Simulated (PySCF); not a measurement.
A species of formula C4H9Cl2In has this rotational fingerprint, computed with PySCF 2.14.0, PBE0-D3(BJ)/def2-SVP geometry optimisation, gas phase, def2 core potentials past Kr:

```
Rotational constants : A = 1349, B = 908.1, C = 616.4 MHz
Dipole components    : |μa| = 4.57 D, |μb| = 0.06 D, |μc| = 0.04 D
Inertial defect      : -111.35 u·Å²
κ                    : -0.20
```

Question: Which candidate fits, each taken in the one conformer that was computed?
A. `CC(C)[CH2][In]([Cl])[Cl]` (InCl2(iBu))
B. InCl2(tBu), `C[C](C)(C)[In]([Cl])[Cl]`

Answer: B. It is C[C](C)(C)[In]([Cl])[Cl], an asymmetric top, point group C1. The candidates at the same level (rigid rotor, commonest isotopes):

```json
{"SMILES": "CC(C)[CH2][In]([Cl])[Cl]", "A (MHz)": "1354", "B (MHz)": "837.5", "C (MHz)": "587.9", "μa (D)": "4.41", "μb (D)": "0.40", "μc (D)": "1.46", "Δ (u·Å²)": "-116.95", "point group": "near Cs", "rotor": "asymmetric top"}
{"SMILES": "C[C](C)(C)[In]([Cl])[Cl]", "A (MHz)": "1349", "B (MHz)": "908.1", "C (MHz)": "616.4", "μa (D)": "4.57", "μb (D)": "0.06", "μc (D)": "0.04", "Δ (u·Å²)": "-111.35", "point group": "C1", "rotor": "asymmetric top"}
```

`CC(C)[CH2][In]([Cl])[Cl]` has B 8 % too low. No structure here is proved a minimum.
